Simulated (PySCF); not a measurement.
Se(Me)(Et) (C₃H₈Se), SMILES CC[Se]C.

The structure is a stationary point at B3LYP-D3(BJ)/def2-SVP. Other conformers were not sampled.

Two levels are set side by side: PBE/def2-TZVP (PySCF) and B3LYP/def2-TZVP (PySCF). Same geometry, gas phase. Differences are taken from unrounded values.

| quantity | B3LYP | PBE | PBE minus B3LYP |
|---|---|---|---|
| orbital gap (eV) | 5.95 | 4.39 | -1.56 |
| highest occupied level (eV) | -5.80 | -4.87 | 0.93 |
| lowest empty level (eV) | 0.15 | -0.48 | -0.63 |
| dipole moment (D) | 1.55 | 1.54 | -0.01 |
| mean polarisability (bohr³) | 65.3 | 66.6 | 1.3 |

Without exact exchange PBE keeps part of each electron's self-repulsion, which lifts occupied levels and narrows the gap. Differences between two approximate levels are no errors against the true value.

Rough cost on one machine, each run with all the roots and properties that it gave: B3LYP against PBE within a factor of 2.
